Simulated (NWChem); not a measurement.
Species: MnO, sextet; SMILES [O]=[Mn]

```xyz
2

Mn     0.0000     0.0000    -0.3984
O      0.0000     0.0000     1.2258
```
Atoms are numbered in this order, from 1.

Structure relaxed at the PBE0-D3(BJ)/def2-TZVP, spin-unrestricted level. No stability test was run on the SCF state.

List the 6 lowest vertical excitations from B3LYP/def2-SVPD, spin-unrestricted, TDA (NWChem).


```
state    energy (eV)  oscillator strength  <S²>
-------  -----------  -------------------  ----
state 1         1.61                0.003  9.08
state 2         1.61                0.003  9.08
state 3         2.48                0.074  8.99
state 4         3.22                0.002  8.91
state 5         3.22                0.002  8.91
state 6         4.26                0.000  8.83
```
